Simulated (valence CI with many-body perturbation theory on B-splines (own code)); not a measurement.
Hyperfine factors and g values of Rb XVII

Computed by configuration interaction combined with many-body perturbation theory (CI+MBPT): three valence electrons over a frozen Dirac-Fock core [Ar], a basis of 7 s, 7 p, 8 d, 6 f, 4 g, 1 h functions for each j, with the one-electron correlation potential Σ1, the two-electron term Σ2, the three-electron term Σ3, Breit, model QED; selected CI, second order for the rest, scaled by the run's own slope (own B-spline code, finite nucleus).

No measured levels were compared; by estimate terms of the open shell hold to 2 to 4 % of their energy, and close levels can change places. Only levels of the ground parity were solved; by the run's estimate the other parity begins above the list, which can be wrong where configurations are misplaced.

A/g_I is the dipole constant over the nuclear g factor μ/I (μ in nuclear magnetons, uniformly magnetised nucleus), B/Q the quadrupole constant per barn. Both hold the static response of the core; the bare values leave it out. Large factors of s and p1/2 electrons are usually good to 5 to 10 %; those of open d and f shells near neutrality can be off by tens of per cent, and small factors of p3/2, d and f electrons come from cancelling terms and can be off by a factor of two or in sign, in half-filled shells by more. B is blank for J = 1/2, where it vanishes, and for nearly pure S terms. Energies count from the lowest level.

Names give the largest LS component (configuration and term), which can be under half, so a name can repeat, a term be missing and a line seem to break the LS rules; names also repeat where a configuration has a term twice. Letters in brackets count levels of one name in rising energy.

```csv
Level,E (cm⁻¹),g,A/g_I (MHz),A/g_I bare,B/Q (MHz/b),B/Q bare
3d3 4F_3/2,0.0,0.416,6660,6420,-1560,-1600
3d3 4F_5/2,7141,1.029,3830,3860,-1440,-1490
3d3 4F_7/2,14954,1.229,3070,3190,-1820,-1880
3d3 4F_9/2,22620,1.315,3000,3150,-2420,-2490
3d3 4P_3/2,45415,1.549,2990,3240,-2930,-3020
3d3 4P_1/2,47372,2.402,-4250,-3580,,
3d3 2G_7/2,54815,0.897,4590,4560,2280,2350
3d3 2G_9/2,58079,1.048,4050,4090,4760,4900
3d3 4P_5/2,58235,1.583,915,1200,3780,3890
3d3 2D_3/2 [a],67564,1.130,3940,4010,-3890,-4000
3d3 2P_1/2,71936,0.931,176,195,,
3d3 2H_11/2,78627,1.089,3780,3840,8460,8710
3d3 2H_9/2,79994,0.986,3510,3530,4900,5050
3d3 2D_5/2 [a],82133,1.207,3280,3390,-2630,-2720
3d3 2P_3/2,90022,1.164,3110,3210,500,506
3d3 2F_7/2,114100,1.139,3730,3810,2480,2560
3d3 2F_5/2,116230,0.868,3730,3700,3990,4110
3d3 2D_5/2 [b],174300,1.190,2840,2950,5320,5480
3d3 2D_3/2 [b],176290,0.798,6210,6130,5040,5190
```

Question: Take the isotope of mass number 85, with I = 5/2, μ = 1.35306 μN and Q = 0.276 b. What is the hyperfine structure of 3d3 4P_1/2?

Answer: From the table A = -2300 MHz. Shifts from the centre of gravity in MHz: F = 2: 4020, F = 3: -2880.
